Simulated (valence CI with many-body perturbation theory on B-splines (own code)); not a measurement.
## Xe⁴⁸⁺: electric-dipole lines

Calculated by relativistic CI+MBPT: four valence electrons over a frozen Dirac-Fock core [He], radial functions for each j: 11 s, 11 p, 10 d, 8 f, 5 g, 2 h, with the one-electron correlation potential Σ1, the two-electron term Σ2, the three-electron term Σ3, Breit, model QED; selected CI, second order for the rest, scaled by the run's own slope (own B-spline code, finite nucleus).

No measured spectrum was set against this ion. As an estimate, large intervals hold to a few tenths of a per cent, small ones and those within an open d or f shell to about a per cent. Among the levels kept, up to 880 cm⁻¹ of a level comes from second order outside the variational space, and about a tenth of that is noise between levels of different J, which matters for small intervals.

Lines 201 to 250 of 543 in falling wavelength, among levels below 6359.3 eV, chosen from the strongest by gf and those to the six lowest levels. Wavelengths and rates use the calculated energies. Electric multipoles are in the length gauge with retardation, E1 and E2 with the static RPA response of the core. Weak lines are less certain than strong ones. Lines between different terms over intervals too small for the method are left out, as are lines whose strength nearly cancels. The highest levels of a list are the least certain.

Levels are named by their leading jj configuration (3d3/2^4 stands for four electrons in 3d with j = 3/2), which in mixed levels can hold well under half, so a name can repeat and another be missing. Letters in brackets count levels of one name in rising energy.

| λ vac (nm) | Upper | Lower | A (s⁻¹) | log gf | Branch % |
| --- | --- | --- | --- | --- | --- |
| 2.199 | (2s 2p1/2 2p3/2 3d5/2) J=1 [c] | (2s^2 2p1/2 3d5/2) J=2 | 7.57e+11 | -0.78 | 0.2 |
| 2.199 | (2s 2p3/2^2 3p3/2) J=2 [b] | (2s^2 2p3/2 3p3/2) J=3 | 5.90e+11 | -0.67 | 3.7 |
| 2.194 | (2s 2p1/2 2p3/2 3d3/2) J=1 [c] | (2s^2 2p1/2 3d3/2) J=2 | 8.84e+11 | -0.72 | 0.7 |
| 2.193 | (2s 2p1/2 2p3/2 3d3/2) J=2 [d] | (2s 2p1/2^2 3p1/2) J=1 | 4.05e+11 | -0.84 | 0.1 |
| 2.193 | (2s 2p1/2 2p3/2 3s) J=2 [c] | (2s^2 2p1/2 3s) J=1 | 6.54e+11 | -0.63 | 1.7 |
| 2.190 | (2p1/2 2p3/2^2 3p1/2) J=1 [b] | (2s 2p1/2 2p3/2 3p1/2) J=2 [c] | 5.57e+11 | -0.92 | 0.7 |
| 2.190 | (2s 2p1/2 2p3/2 3d3/2) J=2 [c] | (2s^2 2p1/2 3d3/2) J=2 | 4.36e+11 | -0.81 | 0.1 |
| 2.190 | (2p1/2^2 2p3/2 3p1/2) J=2 | (2s^2 2p1/2 3d3/2) J=1 | 4.77e+11 | -0.77 | 0.7 |
| 2.189 | (2s 2p3/2^2 3d3/2) J=1 [b] | (2s^2 2p3/2 3d3/2) J=2 | 7.52e+11 | -0.79 | 0.2 |
| 2.188 | (2s 2p3/2^2 3d3/2) J=2 [b] | (2s^2 2p3/2 3d3/2) J=1 | 2.75e+11 | -1.01 | 0.1 |
| 2.183 | (2p1/2^2 2p3/2 3d5/2) J=3 | (2s 2p1/2^2 3d5/2) J=2 | 2.10e+11 | -0.98 | 0.0 |
| 2.182 | (2s 2p3/2^2 3d5/2) J=3 [c] | (2s^2 2p3/2 3d5/2) J=2 | 2.89e+11 | -0.84 | 0.1 |
| 2.182 | (2s 2p3/2^2 3s) J=1 [b] | (2s^2 2p3/2 3s) J=1 | 1.20e+12 | -0.59 | 1.4 |
| 2.180 | (2s 2p3/2^2 3s) J=1 [a] | (2s^2 2p3/2 3s) J=2 | 7.37e+11 | -0.80 | 1.7 |
| 2.180 | (2s 2p1/2 2p3/2 3p3/2) J=1 [d] | (2s^2 2p1/2 3p3/2) J=2 | 5.39e+11 | -0.94 | 7.3 |
| 2.179 | (2s 2p3/2^2 3p1/2) J=1 [b] | (2s^2 2p3/2 3p1/2) J=2 | 4.29e+11 | -1.04 | 0.5 |
| 2.178 | (2p1/2 2p3/2^2 3s) J=1 [b] | (2s 2p1/2 2p3/2 3s) J=2 [c] | 7.50e+11 | -0.80 | 1.3 |
| 2.177 | (2p1/2 2p3/2^2 3p3/2) J=2 [c] | (2s 2p1/2 2p3/2 3p3/2) J=3 [c] | 5.18e+11 | -0.73 | 0.4 |
| 2.177 | (2p1/2^2 2p3/2 3d3/2) J=3 | (2s 2p1/2^2 3d3/2) J=2 | 4.16e+11 | -0.68 | 7.7 |
| 2.176 | (2p1/2^2 2p3/2 3s) J=2 | (2s^2 2p1/2 3p3/2) J=1 | 4.87e+11 | -0.76 | 1.0 |
| 2.175 | (2s 2p3/2^2 3d3/2) J=2 [c] | (2s^2 2p3/2 3d3/2) J=3 | 7.82e+11 | -0.56 | 0.2 |
| 2.174 | (2s 2p3/2^2 3d5/2) J=4 [b] | (2s^2 2p3/2 3d5/2) J=4 | 8.56e+11 | -0.26 | 16.7 |
| 2.170 | (2s 2p3/2^2 3d3/2) J=3 [b] | (2s^2 2p3/2 3d3/2) J=3 | 7.68e+11 | -0.42 | 0.4 |
| 2.170 | (2s 2p3/2^2 3p1/2) J=2 [b] | (2s^2 2p3/2 3p1/2) J=2 | 1.10e+12 | -0.41 | 1.8 |
| 2.170 | (2s 2p3/2^2 3p1/2) J=1 [b] | (2s^2 2p3/2 3p1/2) J=1 | 8.34e+11 | -0.75 | 1.0 |
| 2.165 | (2s 2p3/2^2 3d5/2) J=3 [b] | (2s^2 2p3/2 3d5/2) J=4 | 9.34e+11 | -0.34 | 5.5 |
| 2.161 | (2s 2p1/2 2p3/2^2) J=1 [a] | (2s^2 2p1/2 2p3/2) J=2 | 3.53e+10 | -2.13 | 2.8 |
| 2.159 | (2p1/2 2p3/2^2 3d5/2) J=3 | (2s 2p1/2 2p3/2 3d5/2) J=2 [a] | 1.96e+11 | -1.02 | 1.0 |
| 2.159 | (2p1/2 2p3/2^2 3p3/2) J=1 [c] | (2s 2p1/2 2p3/2 3p3/2) J=2 [c] | 5.46e+11 | -0.94 | 0.5 |
| 2.158 | (2s 2p1/2 2p3/2^2) J=0 | (2s^2 2p1/2 2p3/2) J=1 | 6.83e+11 | -1.32 | 100.0 |
| 2.158 | (2p1/2 2p3/2^2 3d3/2) J=4 | (2s 2p1/2 2p3/2 3d3/2) J=4 | 3.07e+11 | -0.71 | 14.9 |
| 2.154 | (2s 2p3/2^2 3d3/2) J=2 [b] | (2s^2 2p3/2 3d3/2) J=2 | 5.47e+11 | -0.72 | 0.1 |
| 2.153 | (2s 2p3/2^2 3d5/2) J=2 [c] | (2s^2 2p3/2 3d5/2) J=3 | 9.76e+11 | -0.47 | 0.1 |
| 2.153 | (2p1/2^2 2p3/2 3d5/2) J=1 | (2s 2p1/2^2 3d5/2) J=2 | 5.53e+11 | -0.94 | 0.1 |
| 2.153 | (2p1/2 2p3/2^2 3p1/2) J=3 | (2s 2p1/2 2p3/2 3p1/2) J=3 | 5.04e+11 | -0.61 | 0.2 |
| 2.153 | (2s 2p3/2^2 3s) J=2 [b] | (2s^2 2p3/2 3s) J=2 | 1.05e+12 | -0.44 | 4.8 |
| 2.151 | (2p1/2 2p3/2^2 3d3/2) J=2 [b] | (2s 2p1/2 2p3/2 3d3/2) J=2 [b] | 3.14e+11 | -0.96 | 0.1 |
| 2.150 | (2s 2p3/2^2 3p3/2) J=3 [b] | (2s 2p1/2 2p3/2 3s) J=3 | 6.16e+11 | -0.52 | 1.2 |
| 2.149 | (2p1/2^2 2p3/2 3d3/2) J=1 | (2s 2p1/2^2 3d3/2) J=1 | 4.71e+11 | -1.01 | 0.4 |
| 2.149 | (2s 2p3/2^2 3d5/2) J=1 [b] | (2s^2 2p3/2 3d5/2) J=2 | 6.42e+11 | -0.88 | 0.1 |
| 2.146 | (2s 2p3/2^2 3p3/2) J=2 [c] | (2s 2p1/2 2p3/2 3s) J=2 [b] | 3.25e+11 | -0.95 | 2.5 |
| 2.146 | (2p1/2 2p3/2^2 3p3/2) J=4 | (2s 2p1/2 2p3/2 3p3/2) J=4 | 4.59e+11 | -0.55 | 0.4 |
| 2.145 | (2p1/2 2p3/2^2 3s) J=3 | (2s^2 2p3/2 3p3/2) J=3 | 6.49e+11 | -0.50 | 1.1 |
| 2.141 | (2s 2p3/2^2 3p3/2) J=1 [c] | (2s^2 2p3/2 3p3/2) J=2 | 6.22e+11 | -0.89 | 1.4 |
| 2.141 | (2s 2p1/2^2 2p3/2) J=1 | (2s^2 2p1/2^2) J=0 | 8.08e+11 | -0.78 | 96.6 |
| 2.138 | (2p1/2 2p3/2^2 3p1/2) J=2 [b] | (2s 2p1/2 2p3/2 3p1/2) J=2 [b] | 5.14e+11 | -0.75 | 0.3 |
| 2.133 | (2p1/2^2 2p3/2 3p3/2) J=2 | (2s 2p1/2^2 3p3/2) J=2 | 2.74e+11 | -1.03 | 0.2 |
| 2.128 | (2p1/2^2 2p3/2 3d5/2) J=3 | (2s 2p1/2^2 3d5/2) J=3 | 2.88e+11 | -0.86 | 0.0 |
| 2.126 | (2p1/2 2p3/2^2 3d3/2) J=3 [b] | (2s 2p1/2 2p3/2 3d3/2) J=3 [b] | 2.80e+11 | -0.88 | 0.1 |
| 2.124 | (2s 2p1/2 2p3/2^2) J=2 [b] | (2s^2 2p1/2 2p3/2) J=2 | 1.19e+12 | -0.40 | 93.4 |

(1) How does gf follow from A for the line at 2.138 nm?

Results:

(1) gf = 1.4992 × (2J+1)_upper × A / σ², with σ = 4676537 cm⁻¹ and 2J+1 = 5: gf = 0.176.
